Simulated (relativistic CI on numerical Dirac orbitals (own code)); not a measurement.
A reference radial Dirac CI calculation of As2+ gave the lowest total energy -2256.74995 Ha in 60 SCF steps, from this input:

```
atom As  Z=33  charge=2  electrons=31
nucleus A=75  rms_radius_fm=4.0968
hamiltonian dirac-coulomb  breit=on  qed=on  c_scale=1
orbitals kli  potential=per-configuration
slater_scale 1
correlation none
mixing on
grid step=0.0125 r_max=49.7
scf mixing=0.4 start=green max_iterations=150 tolerance=2e-08 node_fill=0.05
configurations
  [Ar] 3d10 4s2 4p
  [Ar] 3d10 4s 4p2
  [Ar] 3d10 4s2 4d
  [Ar] 3d10 4p3
  [Ar] 3d10 4s2 4f
end
```

One setting was then changed (and the iteration limit cut to 87), and the output read:

```
SCF 1: [Ar] 3d10 4s2 4p
 iter      energy (Ha)   residual   last orbital (Ha)
    1     -2243.683425   2.21e+00     -1.76068
    2     -2256.106893   6.72e-01     -1.22008
    3     -2257.150558   1.15e-01     -1.02570
    4     -2257.221319   1.10e-01     -1.02811
    5     -2257.243284   2.16e-03     -1.00040
    6     -2257.242892   4.43e-03     -1.00178
    7     -2257.243321   1.96e-04     -1.00193
    8     -2257.243312   4.75e-05     -1.00187
    9     -2257.243314   2.13e-05     -1.00188
   10     -2257.243315   2.43e-07     -1.00188
   11     -2257.243315   4.84e-08     -1.00188
   12     -2257.243315   1.75e-09     -1.00188
SCF 2: [Ar] 3d10 4s 4p2
 iter      energy (Ha)   residual   last orbital (Ha)
    1     -2243.366320   2.21e+00     -1.76068
    2     -2255.760249   6.62e-01     -1.20994
    3     -2256.792174   1.13e-01     -1.01566
    4     -2256.859357   1.01e-01     -1.02151
    5     -2256.877649   4.45e-03     -0.99567
    6     -2256.877512   3.51e-03     -0.99880
    7     -2256.877870   2.50e-04     -0.99871
    8     -2256.877860   5.67e-05     -0.99862
    9     -2256.877862   2.48e-05     -0.99863
   10     -2256.877863   1.15e-06     -0.99863
   11     -2256.877863   2.52e-08     -0.99863
   12     -2256.877863   4.17e-10     -0.99863
SCF 3: [Ar] 3d10 4s2 4d
 iter      energy (Ha)   residual   last orbital (Ha)
    1     -2243.386822   2.21e+00     -0.89307
    2     -2255.655077   6.60e-01     -0.59477
    3     -2256.670593   1.07e-01     -0.51590
    4     -2256.728668   1.01e-01     -0.51651
    5     -2256.746392   2.96e-03     -0.50679
    6     -2256.746258   2.05e-03     -0.50727
    7     -2256.746436   1.90e-04     -0.50725
    8     -2256.746431   5.44e-05     -0.50720
    9     -2256.746434   1.06e-05     -0.50720
   10     -2256.746434   2.69e-06     -0.50720
   11     -2256.746434   4.64e-08     -0.50720
   12     -2256.746434   2.22e-09     -0.50720
SCF 4: [Ar] 3d10 4p3
 iter      energy (Ha)   residual   last orbital (Ha)
    1     -2242.928929   2.21e+00     -1.76068
    2     -2255.318688   6.51e-01     -1.20296
    3     -2256.341970   1.13e-01     -1.01045
    4     -2256.404922   9.12e-02     -1.01797
    5     -2256.420181   6.97e-03     -0.99336
    6     -2256.420305   2.61e-03     -0.99715
    7     -2256.420577   4.38e-04     -0.99705
    8     -2256.420560   2.22e-05     -0.99691
    9     -2256.420561   3.07e-05     -0.99690
   10     -2256.420563   1.50e-06     -0.99691
   11     -2256.420563   5.45e-09     -0.99691
SCF 5: [Ar] 3d10 4s2 4f
 iter      energy (Ha)   residual   last orbital (Ha)
    1     -2243.832131   2.15e+00     -0.31129
    2     -2255.425871   6.52e-01     -0.29270
    3     -2256.446799   1.02e-01     -0.28613
    4     -2256.500711   1.07e-01     -0.28505
    5     -2256.522329   2.62e-03     -0.28408
    6     -2256.521914   2.73e-03     -0.28409
    7     -2256.522104   3.57e-04     -0.28407
    8     -2256.522134   2.51e-05     -0.28406
    9     -2256.522133   7.83e-06     -0.28406
   10     -2256.522133   2.33e-06     -0.28406
   11     -2256.522133   2.31e-08     -0.28406
   12     -2256.522133   2.23e-08     -0.28406
   13     -2256.522133   6.80e-11     -0.28406
orbital energies (Ha): 3s -8.0292  3p1/2 -6.0720  3p3/2 -5.8889  3d3/2 -2.5233  3d5/2 -2.4966  4s -1.3935  4p1/2 -1.0157  4p3/2 -1.0019
configuration averages (Ha): Dirac-Coulomb, Breit, QED
  4s2 4p                       -2257.243315    1.052950    0.695500
  4s 4p2                       -2256.877863    1.052900    0.694981
  4s2 4d                       -2256.746434    1.052522    0.695548
  4p3                          -2256.420563    1.052836    0.694436
  4s2 4f                       -2256.522133    1.052548    0.695593
levels: no., configuration, term, J, E (cm-1), weight
   1 4s2 4p                 2P*  1/2              0.0  0.98
   2 4s2 4p                 2P*  3/2           2766.8  0.98
   3 4s 4p2                 4P   1/2          57289.8  1.00
   4 4s 4p2                 4P   3/2          58410.7  1.00
   5 4s 4p2                 4P   5/2          60107.4  1.00
   6 4s 4p2                 2D   3/2          84126.2  0.79
   7 4s 4p2                 2D   5/2          84436.1  0.79
   8 4s 4p2                 2S   1/2         110032.6  0.99
   9 4s2 4d                 2D   3/2         123726.4  0.71
  10 4s 4p2                 2P   1/2         123745.7  0.99
  11 4s2 4d                 2D   5/2         124222.0  0.79
  12 4s 4p2                 2P   3/2         125742.7  0.88
  13 4s2 4f                 2F*  7/2         164976.7  1.00
  14 4s2 4f                 2F*  5/2         164978.1  1.00
lowest total energy -2255.525690 Ha
end: converged
```

Q: Which setting was changed?
A. charge
B. start potential
C. SCF mixing
D. nuclear radius

A: D. The nuclear radius 40.968 fm. This setting is bad on purpose; its numbers may not be properties of the ion.
